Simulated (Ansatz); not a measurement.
Abridged output of a molecular run in Ansatz:

```
Functional definition: HF
1301 factors; integrals over basis functions are off by at most 7.4e-4 eV
mean field evaluation 1: about -65994.7920 eV, gradient 5.6e1 eV
mean field evaluation 2: about -65994.9539 eV, gradient 5.6e1 eV
mean field evaluation 4: about -65999.7850 eV, gradient 3.2e0 eV
mean field evaluation 8: about -65999.8284 eV, gradient 2.9e-1 eV
mean field -65999.82856080 eV, -2425.4489633188 hartree, gradient 2.6e-6 eV, S^2 0.000000; 0 other end points of the search recorded, 0 dependent functions left out
13 core orbitals not correlated: weight in the atoms' cores, before any rotation towards them, 1.000 or more for the frozen orbitals, at most 0.000 for the correlated occupied ones
reference -65999.82856080 eV, -2425.4489633188 hartree; 21, 21 occupied and 166, 166 virtual orbitals, 1301 factors
second order -33.36210271 eV of doubles, -0.00000000 eV of singles
cycle   1  -32.37068199 eV  change    9.9e-1 eV  update   1.2e-1
cycle   2  -33.10441218 eV  change   -7.3e-1 eV  update   3.4e-2
cycle   3  -33.25546721 eV  change   -1.5e-1 eV  update   1.6e-2
cycle   4  -33.23384456 eV  change    2.2e-2 eV  update   3.4e-3
cycle   5  -33.23054415 eV  change    3.3e-3 eV  update   1.3e-3
cycle   6  -33.23176149 eV  change   -1.2e-3 eV  update   4.0e-4
cycle   7  -33.23163938 eV  change    1.2e-4 eV  update   1.2e-4
cycle   8  -33.23154475 eV  change    9.5e-5 eV  update   4.2e-5
cycle   9  -33.23154920 eV  change   -4.5e-6 eV  update   1.4e-5
perturbative correction -1.09674736 eV, -0.0403047223 hartree
Total energy: -66034.15685736 eV, -2426.7105049489 hartree
```

Its atoms:

```xyz
7

O     1.220   -0.120    1.099
Ge   -0.140    0.054    0.041
O     0.314   -0.470   -1.547
F    -1.502   -0.848    0.566
F    -0.674    1.684    0.069
H     1.210    0.510    1.826
H    -0.429   -0.810   -2.054
```

Question: Which basis set was used?
A. def2-SVPD
B. def2-TZVPPD
C. cc-pV(D+d)Z
D. def2-TZVPP

Answer: D. It gives 200 functions.

Question: Write the keys of the input that set method, charge and spin (a neutral closed shell needs none for the last two).

Answer: 
```yaml
correlation: {method: ccsd_t}
```
